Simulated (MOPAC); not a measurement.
Input file for MOPAC: PM7 on BH5N2 (SMILES NBN), a point of a torsion scan.

```
PM7 1SCF PRECISE CHARGE=0 THREADS=1
BH5N2

N      1.06490027 1    -0.42183644 1     0.43898860 1
B      0.14944825 1     0.63256793 1     0.14531015 1
N      0.58844441 1     1.95404950 1     0.01952534 1
H      1.15304178 1    -1.18869547 1    -0.20482543 1
H      1.99826608 1    -0.12832017 1     0.69898103 1
H     -0.96607704 1     0.37339417 1    -0.10809633 1
H      1.52894529 1     2.24173355 1     0.23528596 1
H     -0.03738913 1     2.73391462 1    -0.07868317 1
```

The log:

```
*******************************************************************************
 **                                                                           **
 **                              MOPAC v23.2.5                                **
 **                                                                           **
 *******************************************************************************
 ** MOPAC's Digital Object Identifier: https://doi.org/10.5281/zenodo.6511958 **
 **                                                                           **
 ** Please cite the open-source release paper for use of this MOPAC version:  **
 ** J. E. Moussa and J. J. P. Stewart (2026)                                  **
 ** MOPAC: An open-source semiempirical molecular orbital program             **
 ** J. Open Source Softw., 11(119), 8025, https://doi.org/10.21105/joss.08025 **
 *******************************************************************************

                              PM7 CALCULATION RESULTS

 *******************************************************************************
 *  PM7        - The PM7 Hamiltonian to be used
 *
 *
 *
 *                 CHARGE ON SYSTEM = 0
 *
 *
 *
 *  PRECISE    - TIGHTER CRITERIA TO BE USED
 *  1SCF       - DO 1 SCF AND THEN STOP
 *  THREADS=1  - MULTI-THREADING NOT USED
 *  T=         - A TIME OF 172800.0 SECONDS REQUESTED
 *  DUMP=N     - RESTART FILE WRITTEN EVERY 7200.0 SECONDS REQUESTED
 *******************************************************************************
PM7 1SCF PRECISE CHARGE=0 THREADS=1
 BH5N2

   ATOM   CHEMICAL          X               Y               Z
  NUMBER   SYMBOL      (ANGSTROMS)     (ANGSTROMS)     (ANGSTROMS)

     1       N          1.06490027  *  -0.42183644  *   0.43898860  *
     2       B          0.14944825  *   0.63256793  *   0.14531015  *
     3       N          0.58844441  *   1.95404950  *   0.01952534  *
     4       H          1.15304178  *  -1.18869547  *  -0.20482543  *
     5       H          1.99826608  *  -0.12832017  *   0.69898103  *
     6       H         -0.96607704  *   0.37339417  *  -0.10809633  *
     7       H          1.52894529  *   2.24173355  *   0.23528596  *
     8       H         -0.03738913  *   2.73391462  *  -0.07868317  *



          CARTESIAN COORDINATES

    NO.       ATOM           X           Y           Z

     1         N          1.0649     -0.4218      0.4390
     2         B          0.1494      0.6326      0.1453
     3         N          0.5884      1.9540      0.0195
     4         H          1.1530     -1.1887     -0.2048
     5         H          1.9983     -0.1283      0.6990
     6         H         -0.9661      0.3734     -0.1081
     7         H          1.5289      2.2417      0.2353
     8         H         -0.0374      2.7339     -0.0787

 General Reference for PM7:
 "Optimization of Parameters for Semiempirical Methods VI: More Modifications to the
 NDDO Approximations and Re-optimization of Parameters", J. J. P. Stewart, J. Mol. Mod., 1:32, 19 (2013)
 https://link.springer.com/article/10.1007/s00894-012-1667-x

           Empirical Formula: H5 N2 B  =     8 atoms



      MOLECULAR POINT GROUP   :   C1


      RHF CALCULATION, NO. OF DOUBLY OCCUPIED LEVELS = 9


 -------------------------------------------------------------------------------
 PM7 1SCF PRECISE CHARGE=0 THREADS=1
 BH5N2



     1SCF WAS SPECIFIED, SO BFGS WAS NOT USED
     SCF FIELD WAS ACHIEVED


                              PM7 CALCULATION
                                                       MOPAC v23.2.5 Linux




          FINAL HEAT OF FORMATION =        -35.66694 KCAL/MOL =    -149.23046 KJ/MOL


          COSMO AREA              =         84.97 SQUARE ANGSTROMS
          COSMO VOLUME            =         65.92 CUBIC ANGSTROMS

          IONIZATION POTENTIAL    =          9.343651 EV
          HOMO LUMO ENERGIES (EV) =         -9.344  0.531
          NO. OF FILLED LEVELS    =          9
          MOLECULAR WEIGHT        =         43.8629         POINT GROUP:  C1

          MOLECULAR DIMENSIONS (Angstroms)

            Atom       Atom       Distance
            H     8    H     4     4.10121
            H     7    H     6     2.94647
            H     5    H     8     0.75713


          SCF CALCULATIONS        =          1





   ATOM   CHEMICAL          X               Y               Z
  NUMBER   SYMBOL      (ANGSTROMS)     (ANGSTROMS)     (ANGSTROMS)

     1       N          1.06490027  *  -0.42183644  *   0.43898860  *
     2       B          0.14944825  *   0.63256793  *   0.14531015  *
     3       N          0.58844441  *   1.95404950  *   0.01952534  *
     4       H          1.15304178  *  -1.18869547  *  -0.20482543  *
     5       H          1.99826608  *  -0.12832017  *   0.69898103  *
     6       H         -0.96607704  *   0.37339417  *  -0.10809633  *
     7       H          1.52894529  *   2.24173355  *   0.23528596  *
     8       H         -0.03738913  *   2.73391462  *  -0.07868317  *

                             CARTESIAN COORDINATES

   1    N        1.064900270    -0.421836440     0.438988600
   2    B        0.149448250     0.632567930     0.145310150
   3    N        0.588444410     1.954049500     0.019525340
   4    H        1.153041780    -1.188695470    -0.204825430
   5    H        1.998266080    -0.128320170     0.698981030
   6    H       -0.966077040     0.373394170    -0.108096330
   7    H        1.528945290     2.241733550     0.235285960
   8    H       -0.037389130     2.733914620    -0.078683170


           Empirical Formula: H5 N2 B  =     8 atoms



      MOLECULAR POINT GROUP   :   C1


                  EIGENVALUES
 -35.63784 -34.38028 -17.62596 -16.83120 -16.10877 -14.61562 -11.65416 -11.18834
  -9.34365   0.53054   2.84291   3.46349   5.08636   6.06110   6.86153   7.05272
   7.59306


              NET ATOMIC CHARGES AND DIPOLE CONTRIBUTIONS

  ATOM NO.   TYPE          CHARGE      No. of ELECS.   s-Pop       p-Pop
    1          N          -0.617875        5.6179     1.57338     4.04450
    2          B           0.077600        2.9224     0.67347     2.24893
    3          N          -0.578413        5.5784     1.53224     4.04618
    4          H           0.269957        0.7300     0.73004
    5          H           0.236164        0.7638     0.76384
    6          H           0.085384        0.9146     0.91462
    7          H           0.258110        0.7419     0.74189
    8          H           0.269073        0.7309     0.73093
 DIPOLE           X         Y         Z       TOTAL
 POINT-CHG.     0.473     0.838    -0.630     1.150
 HYBRID         1.132     0.642    -0.016     1.301
 SUM            1.605     1.479    -0.646     2.277


          ATOMIC ORBITAL ELECTRON POPULATIONS

     Atom    s        px        py        pz
    1  N   1.57338   1.24262   1.30174   1.50014
    2  B   0.67347   1.01300   0.67588   0.56005
    3  N   1.53224   1.19682   1.22209   1.62727
    4  H   0.73004
    5  H   0.76384
    6  H   0.91462
    7  H   0.74189
    8  H   0.73093

 **********************
 *                    *
 * JOB ENDED NORMALLY *
 *                    *
 **********************




 == MOPAC DONE ==
```

The run finished.

Cost: roughly 0.03 core-seconds.
